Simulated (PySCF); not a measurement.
Species: C2H10Al2O2.
Bonds: C1–O2, O2–Al3, Al3–O4, O4–C5, O4–Al6, O2–Al6. Hydrogens: H7, H8, H9 on C1; H10, H11 on Al3; H12, H13, H14 on C5; H15, H16 on Al6.

The calculation used core-valence-separated Tamm–Dancoff BHandHLYP/aug-pcX-1 (pcseg-1 on H, def2-SVPD on Al) in PySCF, non-relativistic, gas phase, PBE0-D3(BJ)/def2-SVP geometry.

Computed oxygen K-edge spectrum, Gaussian lines of 0.3 eV full width, highest printed point 100; it ends one width below the last computed root. No empirical shift is added; at this level the pattern usually sits a few eV under experiment.

| photon energy (eV) | absorption |
| --- | --- |
| 532.9 | 0 |
| 533.0 | 1 |
| 533.1 | 3 |
| 533.2 | 7 |
| 533.3 | 10 |
| 533.4 | 8 |
| 533.5 | 3 |
| 533.6 | 1 |
| 533.7 | 5 |
| 533.8 | 23 |
| 533.9 | 65 |
| 534.0 | 99 |
| 534.1 | 84 |
| 534.2 | 54 |
| 534.3 | 65 |
| 534.4 | 100 |
| 534.5 | 96 |
| 534.6 | 58 |
| 534.7 | 34 |
| 534.8 | 24 |
| 534.9 | 13 |
| 535.0 | 9 |
| 535.1 | 26 |

Problem. Assign the maxima to core holes.

Solution. 3 maxima:
- 533.3 eV: O2/O4 (oxygen bonded to 2 Al and C), 533.31 eV, f = 0.003, sum of 2, 100 % of the height at the exact maximum
- 534.0 eV: O2/O4 (oxygen bonded to 2 Al and C), 534.02 eV, f = 0.030, sum of 2, 100 % of the height at the exact maximum
- 534.4 eV: O2/O4 (oxygen bonded to 2 Al and C), 534.44 eV, f = 0.031, sum of 2, 99 % of the height at the exact maximum

Further lines of some strength in the range: O2/O4, 534.75 eV, f = 0.007, sum of 2.

Roots within 0.03 eV on the same or equivalent atoms count as one line; shares under 12 % aren't listed.

Vibrational structure and lifetime widths aren't in the curve. The ionisation threshold wasn't computed; near and above it a finite basis only mimics Rydberg series and continuum.

Time: 18 s of wall time; peak memory 0.88 GiB. Hardware: Arm Neoverse V1, one thread, shared host.
